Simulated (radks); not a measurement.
Values are calculated unless marked as measured or tabulated.
Charge is removed step by step from the 4s level of Cu, starting from [Ar] 3d10 4s1. Level of theory: scalar-relativistic Kohn-Sham, LDA (Slater exchange, Perdew-Wang correlation), spin-unpolarised, spherical densities, finite nucleus; Fermi nuclear charge, rms radius 3.8823 fm (a radial shooting solver on a logarithmic mesh with Libxc functionals).

removed (e),E - E(0) (eV),eigenvalue (eV),E minus straight line (eV)
0,0.000,-4.858,0.000
0.1,0.520,-5.539,-0.323
0.2,1.108,-6.234,-0.577
0.3,1.767,-6.941,-0.762
0.4,2.497,-7.660,-0.874
0.5,3.299,-8.389,-0.915
0.6,4.175,-9.128,-0.882
0.7,5.125,-9.876,-0.775
0.8,6.150,-10.630,-0.592
0.9,7.251,-11.389,-0.334
1,8.427,-12.151,0.000

Removing the whole electron costs 8.427 eV by Delta-SCF, against 4.858 eV from minus the eigenvalue at the starting occupation. Slater's transition state (half an electron removed) gives 8.389 eV. Integrating minus the eigenvalue over the occupation (Janak's theorem) gives 8.428 eV. In this scalar-relativistic scheme the density is built from large components alone, so the theorem holds only approximately. The mean slope of the eigenvalue, de/dn, is 7.29 eV per electron. Ionisation energy of Cu in the NIST Atomic Spectra Database: 7.726 eV (measured).

Beside tabulated values, note that spin-unpolarised runs miss the spin-polarisation part of the exchange energy of open shells.
